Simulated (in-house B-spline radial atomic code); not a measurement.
## PBE excitations of Sn²⁺

Method: PBE. Computed with an all-electron radial atomic-structure program (B-spline basis): linear response of the closed shell [Kr] 4d10 5s2 with the functional's adiabatic kernel; scalar-relativistic (spin-free one-electron X2C), finite nucleus, no spin-orbit coupling, no double excitations, S, P, D and F terms only; shells from n = 3 respond. Only terms of natural parity with L up to 3 were computed.

Command:
```bash
python run_td.py task.json out
```
Settings (radii: box in bohr, nucleus in fm):
```
Z                        50
electrons                48
configuration            [Kr] 4d10 5s2
hamiltonian              x2c
method                   pbe,pbe
box_radius               29.48
rms_radius               4.6519
intervals                73
```

Run time, properties included: 3 s on 1 thread of Arm Neoverse N1 (shared host).

The lowest states, in the order of their Tamm-Dancoff energies; the method's threshold (minus the highest occupied level) is 26.075 eV. Labels give the largest channel, * marks a mixed state, and oscillator strengths are full-response dipole values. Semilocal kernels can invert the small singlet-triplet splittings of Rydberg terms. Energies in eV:

| state | full response | Tamm-Dancoff | oscillator strength |
| --- | --- | --- | --- |
| 5s → 5p 3P | 7.206 | 7.299 | - |
| 5s → 5p 1P | 9.976 | 10.419 | 1.58 |
| 5s → 6s 3S | 16.803 | 16.807 | - |
| 5s → 5d 3D | 16.952 | 16.970 | - |
| 5s → 6s 1S | 17.327 | 17.353 | - |
| 5s → 5d 1D | 17.433 | 17.443 | - |
| 5s → 6p 3P | 19.117 | 19.124 | - |
| 5s → 6p 1P | 19.384 | 19.427 | 0.00522 |
| 5s → 4f 3F | 21.430 | 21.441 | - |
| 5s → 4f 1F | 21.556 | 21.559 | - |
| 5s → 7s 3S | 21.716 | 21.717 | - |
| 5s → 7s 1S | ? | ? | - |
| 5s → 6d 3D | 22.000 | 22.003 | - |
| 5s → 6d 1D | ? | ? | - |

Question: Where does 5s → 6d 1D lie?

Answer: At 22.107 eV in full response, 22.109 eV in Tamm-Dancoff.

Question: Where does 5s → 7s 1S lie?

Answer: At 21.834 eV in full response, 21.840 eV in Tamm-Dancoff.

Question: How large is the singlet-triplet splitting of 5s → 5p (P terms) in Tamm-Dancoff?

Answer: 3.12 eV, from the unrounded values.

Question: What polarisabilities and dispersion coefficient does the method give?

Answer: Dipole 14.87 bohr³, quadrupole 55.62 bohr⁵, C6 84.02 hartree·bohr⁶ for two such species.
